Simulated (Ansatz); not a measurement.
Gas-phase electronic energies from Ansatz, PBE0-D4/def2-TZVP geometries. CBS: MP2 limit from def2 TZ/QZ plus the TZ coupled-cluster correction, frozen cores. This one scheme is used for every species. DFT in def2-TZVPP. Elements past krypton have def2 core potentials. For Se, Sn outer-core shells are correlated without core-valence functions, which leaves a few kJ/mol of doubt a bond. Scalar relativity is left out up to krypton. Each species was taken in one conformer, which may not be the lowest.

`[SeH][SnH2][SeH]` + `OC=S` → `OC(=S)[SeH]` + `[SeH][SnH3]`  (formal exchange of groups at the Se–Sn bond)

```json
{"level": "r2SCAN-D4", "ΔE (kcal/mol)": "19.2", "difference from CCSD(T)/CBS": "-3.3"}
{"level": "ωB97M-V", "ΔE (kcal/mol)": "20.4", "difference from CCSD(T)/CBS": "-2.1"}
{"level": "PBE-QIDH", "ΔE (kcal/mol)": "20.3", "difference from CCSD(T)/CBS": "-2.2"}
{"level": "r2SCAN", "ΔE (kcal/mol)": "19.2", "difference from CCSD(T)/CBS": "-3.3"}
{"level": "r2SCAN0", "ΔE (kcal/mol)": "20.4", "difference from CCSD(T)/CBS": "-2.1"}
{"level": "BHLYP", "ΔE (kcal/mol)": "22.0", "difference from CCSD(T)/CBS": "-0.5"}
{"level": "MP2/def2-SVP", "ΔE (kcal/mol)": "20.2", "difference from CCSD(T)/CBS": "-2.3"}
{"level": "MP2/def2-TZVPP", "ΔE (kcal/mol)": "19.5", "difference from CCSD(T)/CBS": "-3.0"}
{"level": "CCSD/def2-TZVPP", "ΔE (kcal/mol)": "20.6", "difference from CCSD(T)/CBS": "-1.9"}
{"level": "MP2/def2-QZVPP", "ΔE (kcal/mol)": "21.2", "difference from CCSD(T)/CBS": "-1.3"}
{"level": "CCSD(T)/CBS", "ΔE (kcal/mol)": "22.5", "difference from CCSD(T)/CBS": "0"}
```

Largest T1 diagnostic among the species: 0.018.

From PBE to PBE0 (25 % exact exchange), in def2-TZVPP and without D4, ΔE moves by +1.2 kcal/mol. In def2-TZVPP, CCSD(T) changes the Hartree–Fock value by −4.2 kcal/mol (the triples alone add −0.8 kcal/mol) and MP2 by −4.5 kcal/mol. At CCSD(T), def2-SVP lies −1.9 kcal/mol from the extrapolated value and def2-TZVPP −2.7 kcal/mol.
